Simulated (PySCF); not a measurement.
# Relative stability

The two ends of one reaction step of CH$_{4}$ClGa, singlet (PBE0-D4/def2-TZVP).

A:

Ga1  (-0.080, -0.806, -0.601)
Cl2  (1.816, -1.090, -1.598)
H3  (-1.160, -1.862, -0.990)
C4  (-0.144, 0.715, 0.621)
H5  (-1.123, 0.830, 1.087)
H6  (0.105, 1.628, 0.077)
H7  (0.610, 0.584, 1.401)
(Å)

B:

Ga1  (0.117, -0.309, -0.272)
Cl2  (1.138, -3.016, -2.669)
H3  (0.781, -2.071, -1.832)
C4  (-0.430, 1.143, 1.010)
H5  (-1.464, 1.001, 1.344)
H6  (-0.363, 2.130, 0.541)
H7  (0.211, 1.149, 1.898)
(Å)

Computed with PySCF 2.14 with density fitting (its default auxiliary sets; JK sets also for MP2 and CCSD(T)) (basis: def2-TZVPP); correlated methods freeze the cores. Filled d shells of the heavier atoms are correlated. The def2 sets are not built for correlating such inner shells, so the correlated values are less sure here. B3LYP uses VWN-RPA correlation.

Which structure is lower at CCSD(T), and by how much? (To be estimated.)

Computed: A, by 1.935 eV (electronic energy, against the other). By their contacts, A is CH₄ClGa ([CH3][GaH][Cl]) and B is a complex of CH₃Ga ([CH3][Ga]) + HCl.

All methods give the same order:

| method | E(B) − E(A) (eV) |
| --- | --- |
| SPW92 | 1.868 |
| PBE-D4 | 1.686 |
| r2SCAN-D4 | 1.998 |
| PBE0-D4 | 1.860 |
| B3LYP-D4 | 1.684 |
| BHLYP-D4 | 1.887 |
| wB97M-V | 1.859 |
| HF | 2.035 |
| MP2 | 2.056 |
| CCSD | 1.940 |
| CCSD(T) | 1.935 |

The T1 diagnostic stays at or below 0.012.

Labels in which every atom is bracketed show which atoms are joined, not bond orders.

For scale, one of the runs: CCSD(T)/def2-TZVPP, 177 basis functions, launched by `OMP_NUM_THREADS=4 python run.py`. The run took 2.3 min on 4 CPU threads of an Intel Xeon 6975P-C (shared host), with 1.8 GiB of host memory at its peak.
